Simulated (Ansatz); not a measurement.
Geometry optimisation, RHF/6-31G* in Ansatz 0.2.0.

input.yaml

```yaml
crystal:
  periodic: [false, false, false]
  atoms:
    - { symbol: C, position_ang: [-1.7891, 0.09, 0.6745] }
    - { symbol: Si, position_ang: [-0.1382, 0.764, 1.0925] }
    - { symbol: F, position_ang: [0.4943, -0.1873, 2.301] }
    - { symbol: B, position_ang: [1.0768, 0.698, -0.4792] }
    - { symbol: Si, position_ang: [1.3417, -1.0217, -1.3598] }
    - { symbol: H, position_ang: [-1.767, -0.9024, 0.3201] }
    - { symbol: H, position_ang: [-2.2424, 0.7602, -0.1434] }
    - { symbol: H, position_ang: [-2.4504, 0.2071, 1.5521] }
    - { symbol: H, position_ang: [-0.2277, 2.1757, 1.5987] }
    - { symbol: H, position_ang: [1.4889, 1.6764, -0.8814] }
    - { symbol: H, position_ang: [1.96524, -1.94301, -0.44849] }
    - { symbol: H, position_ang: [2.16858, -0.83876, -2.55967] }
    - { symbol: H, position_ang: [0.05642, -1.47864, -1.73221] }
basis:
  gaussian: { orbitals: "6-31G*" }
hamiltonian:
  xc: hf
relax:
  f_tol: 0.015
  max_steps: 40
```

Run as:

```bash
$ ansatz run input.yaml --threads 1 --pin off --max-ram 2048MiB --backend cpu --events-out ev --progress --plain --runs-dir out
```

Question: Where does it end, and by what steps?

Answer: The forces met the threshold. The force dipped under the threshold on the way, but the program's further checks kept it going. After 30 steps the energy has fallen by 0.544 eV; H13 moved furthest, 1.28 Å.

| step | energy less start (eV) | largest force component (eV/Å) | accepted |
| --- | --- | --- | --- |
| 0 | 0.0000 | 2.569 | yes |
| 2 | -0.4611 | 0.307 | yes |
| 4 | -0.4714 | 0.158 | yes |
| 6 | -0.4884 | 0.352 | yes |
| 8 | -0.5088 | 0.297 | yes |
| 10 | -0.5212 | 0.293 | yes |
| 12 | -0.5353 | 0.098 | yes |
| 14 | -0.5392 | 0.081 | yes |
| 16 | -0.5410 | 0.038 | yes |
| 18 | -0.5409 | 0.078 | no |
| 20 | -0.5421 | 0.009 | yes |
| 22 | -0.5428 | 0.036 | yes |
| 24 | -0.5436 | 0.046 | yes |
| 26 | -0.5437 | 0.046 | no |
| 28 | -0.5440 | 0.011 | yes |
| 30 | -0.5441 | 0.011 | yes |

```xyz
13
Properties=species:S:1:pos:R:3
C -2.122 0.610 0.872
Si -0.257 0.446 1.054
F 0.044 -0.937 1.821
B 0.706 0.474 -0.735
Si 1.857 -1.071 -1.410
H -2.536 -0.179 0.251
H -2.383 1.563 0.418
H -2.612 0.557 1.840
H 0.268 1.527 1.917
H 0.576 1.455 -1.402
H 2.945 -1.335 -0.442
H 2.469 -0.822 -2.734
H 1.021 -2.289 -1.514
```

Run time: 100 s on 1 thread of Arm Neoverse V1, with other jobs on the host, peak memory 0.2 GiB.
